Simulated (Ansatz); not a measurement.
C$_{2}$H$_{5}$Se, doublet, at a GFN2-xTB geometry, atoms displaced at random by about 0.08 Å a coordinate; Ansatz (a quantum-chemistry and plane-wave program) with B3LYP/STO-3G, gradient.

Input for Ansatz:
Ansatz 0.2 input:
```yaml
crystal:
  periodic: [false, false, false]
  atoms:
    - {symbol: C, position_ang: [1.58087161, 0.30176384, -0.58148038]}
    - {symbol: Se, position_ang: [0.06921230, -0.22677209, 0.53239957]}
    - {symbol: C, position_ang: [-1.37612028, 0.41994262, -0.96235099]}
    - {symbol: H, position_ang: [2.41481408, 0.05025335, -0.14239494]}
    - {symbol: H, position_ang: [1.33064101, 1.01017682, -1.31942576]}
    - {symbol: H, position_ang: [-1.25393825, 1.49500956, -0.79757543]}
    - {symbol: H, position_ang: [-1.19484587, 0.07222802, -1.75062664]}
    - {symbol: H, position_ang: [-2.23083574, 0.31981971, -0.39212136]}
basis:
  gaussian:
    orbitals: STO-3G
hamiltonian:
  xc: b3lyp
magnetization: {spin_polarized: true, initial_magnetization: 1}
output: {forces: true}
```

Problem. What does Ansatz print? Leave out banner, timings and long lists.

Solution. 
```
Functional definition: B3LYP
382 factors; integrals over basis functions are off by at most 2.9e-5 eV
mean field evaluation 1: about -66748.3260 eV, gradient 5.1e0 eV
mean field evaluation 2: about -66748.3839 eV, gradient 6.0e0 eV
mean field evaluation 4: about -66748.6521 eV, gradient 1.9e-1 eV
mean field evaluation 8: about -66748.6217 eV, gradient 5.8e-3 eV
mean field -66748.62172020 eV, -2452.9666043766 hartree, gradient 1.9e-5 eV, S^2 0.753952; 0 other end points of the search recorded, 0 dependent functions left out
the calculation of the forces begins
reference -66748.62189969 eV, -2452.9666109727 hartree; 26, 25 occupied and 7, 8 virtual orbitals, 382 factors
Total energy: -66748.62189969 eV, -2452.9666109727 hartree
Atom 0 at     1.580872     0.301764    -0.581480 Å, force    -7.488587    -0.582406     0.105336 eV/Å
Atom 1 at     0.069212    -0.226772     0.532400 Å, force    -0.656384     0.959106    -3.313266 eV/Å
Atom 2 at    -1.376120     0.419943    -0.962351 Å, force     1.229457     7.520621    17.859384 eV/Å
Atom 3 at     2.414814     0.050253    -0.142395 Å, force     6.217720    -1.046798     2.187415 eV/Å
Atom 4 at     1.330641     1.010177    -1.319426 Å, force     0.471712     1.212486    -1.246114 eV/Å
Atom 5 at    -1.253938     1.495010    -0.797575 Å, force     0.644789     0.293016    -1.394268 eV/Å
Atom 6 at    -1.194846     0.072228    -1.750627 Å, force     2.727075    -6.569803   -14.621955 eV/Å
Atom 7 at    -2.230836     0.319820    -0.392121 Å, force    -3.145783    -1.786222     0.423468 eV/Å
Dipole moment:    -0.106045     0.161295    -0.133164 e Å
```
